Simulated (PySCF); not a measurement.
# [La(NH3)3]3+: from a saddle point downhill

PySCF 2.14.0, RKS PBE0, La lcecp-1-SVP with ECP46, N def2-SVP, H def2-SVP; non-relativistic Hamiltonian with scalar-relativistic core potentials where named; density fitting; no spin-orbit coupling. Relaxed within the symmetry of its start, the geometry (C3h) is

```xyz
13

La    0.0000    0.0000    0.0000
N     2.5626    0.0010    0.0000
H     3.0108   -0.4673    0.8079
H     3.0108   -0.4673   -0.8079
H     3.0113    0.9339    0.0000
N    -1.2822    2.2188    0.0000
H    -1.1007    2.8411    0.8079
H    -1.1007    2.8411   -0.8079
H    -2.3144    2.1409    0.0000
N    -1.2804   -2.2198    0.0000
H    -1.9101   -2.3738    0.8079
H    -1.9101   -2.3738   -0.8079
H    -0.6968   -3.0748    0.0000
```

and its lowest harmonic modes are -49, -48, -48, -38, 80, 80 cm⁻¹ (negative: unstable). It was moved along the lowest mode and relaxed again, within the group C3 that the move left.

(1) Where does it end, and how much lower?

(2) How do the contacts change?

(3) Is the end a minimum?

State: singlet in the valence, with the 4f electrons in the core potential.

## Answers

(1) In C3, 0.000 eV lower, after 3 steps:
```xyz
13

La    0.0000    0.0000   -0.0132
N     2.5638    0.0008    0.0137
H     3.0066   -0.6506    0.6862
H     3.0188   -0.2560   -0.8811
H     3.0111    0.9058    0.2438
N    -1.2826    2.2199    0.0137
H    -0.9398    2.9291    0.6862
H    -1.2877    2.7424   -0.8811
H    -2.2900    2.1548    0.2438
N    -1.2812   -2.2207    0.0137
H    -2.0668   -2.2785    0.6862
H    -1.7311   -2.4864   -0.8811
H    -0.7211   -3.0606    0.2438
```

(2) 
```tsv
contact	saddle (Å)	end (Å)
La1–N2 (NH3)	2.563	2.564
La1–N6 (NH3)	2.563	2.564
La1–N10 (NH3)	2.563	2.564
```


(3) Probably not: 1 of the modes stay unstable (below −25 cm⁻¹), though so soft as to be near the noise; lowest modes -37, -15, -15, -15, 81, 81 cm⁻¹.
